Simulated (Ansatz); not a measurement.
C₂H₉NSi, SMILES `CC[SiH2]N`, relaxed with RKS PBE0-D4/def2-TZVP in the Gaussian-basis code of Ansatz from a PBE-D4/def2-SVP geometry. The force threshold is 0.005 eV/Å; the program also tests the step.

Charge 0, multiplicity 1.

Start:

```xyz
13

C     0.587    1.551    1.065
C     0.195    0.084    0.842
Si   -0.329   -0.308   -0.935
N    -0.783   -1.998   -1.047
H    -0.258    2.237    0.843
H     0.899    1.744    2.112
H     1.430    1.855    0.410
H    -0.643   -0.212    1.509
H     1.042   -0.588    1.106
H     0.794    0.142   -1.853
H    -1.554    0.479   -1.325
H    -0.061   -2.699   -0.856
H    -1.318   -2.285   -1.871
```

Problem. By how much does the energy fall, and how many steps does the optimiser take? (An estimate is asked.)

Solution. Computed: 0.06 eV, in 8 steps, 1 of them rejected.

Problem. Which bonds change most? (Estimate.)

Solution. Ansatz gave: Si3–N4 from 1.753 to 1.724 Å; C2–Si3 from 1.894 to 1.871 Å; Si3–H10 from 1.519 to 1.498 Å; Si3–H11 from 1.508 to 1.490 Å.

Problem. Give the relaxed structure. (Best estimate.)

Solution. Ansatz gave: 
```xyz
13

C     0.586    1.537    1.048
C     0.181    0.080    0.843
Si   -0.327   -0.304   -0.916
N    -0.733   -1.972   -1.070
H    -0.240    2.216    0.819
H     0.891    1.731    2.079
H     1.422    1.814    0.401
H    -0.649   -0.191    1.504
H     1.011   -0.585    1.113
H     0.781    0.158   -1.812
H    -1.548    0.458   -1.304
H    -0.040   -2.679   -0.882
H    -1.335   -2.262   -1.823
```
